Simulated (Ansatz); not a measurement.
Cost and result up the ladder for trans-NiI2(PH3)2 (NiP2H6I2) (11 atoms). Total charge 0; singlet. Geometry: r2SCAN-D4/def2-SVP.

```tsv
atom	x (Å)	y (Å)	z (Å)
I1	0.926	-1.757	-1.559
I2	-0.910	1.724	1.526
Ni3	0.009	-0.022	-0.018
P4	-0.727	1.124	-1.703
P5	0.730	-1.132	1.698
H6	-0.751	2.541	-1.643
H7	-2.098	0.905	-2.005
H8	-0.189	0.934	-3.002
H9	0.017	-1.093	2.924
H10	1.996	-0.703	2.179
H11	0.997	-2.522	1.604
```

Ansatz on 4 threads of Arm Neoverse N1 on a shared host. Times are rough, and most runs start from the orbitals of an earlier one. No level here is sound enough to serve as a yardstick. Binding counts from free atoms at the same level (I doublet, Ni triplet, P quartet, H doublet; other spins of the atoms weren't run), without zero-point energy or a counterpoise term.

In the def2 sets I takes a core potential; there is no spin–orbit coupling. LC-ωPBE has ω = 0.4 bohr⁻¹. No other spin state of charge 0 was run.

Run but left out: BHLYP-D4/def2-TZVP (restricted singlet, unstable in another Hartree–Fock run and untested here); MP2/def2-TZVP (restricted singlet, unstable towards broken spin symmetry).

| level | functions | binding energy per atom (eV) | remarks |
| --- | --- | --- | --- |
| r2SCAN-D4/def2-TZVP | 255 | 2.67 | restricted SCF unstable in HF |
| LC-ωPBE/def2-TZVP | 255 | 2.54 | restricted SCF unstable in HF |
| PBE0-D4/def2-SVP | 149 | 2.58 | restricted SCF unstable in HF |
| PBE-D4/def2-SVP | 149 | 2.72 | restricted SCF unstable in HF |
| PBE0-D4/def2-TZVP | 255 | 2.58 | restricted SCF unstable in HF |
| PBE-D4/def2-TZVP (with forces) | 255 | 2.70 | – |
| r2SCANh-D4/def2-TZVP | 255 | 2.62 | restricted SCF unstable in HF |

(1) Estimate how long each takes.

## Answers

(1) PBE-D4/def2-SVP 4.2 s; PBE0-D4/def2-SVP 7 s; PBE-D4/def2-TZVP (with forces) 9 s; LC-ωPBE/def2-TZVP 11 s; r2SCAN-D4/def2-TZVP 15 s; PBE0-D4/def2-TZVP 17 s; r2SCANh-D4/def2-TZVP 22 s. On shared hardware such times vary by a factor of up to 3.
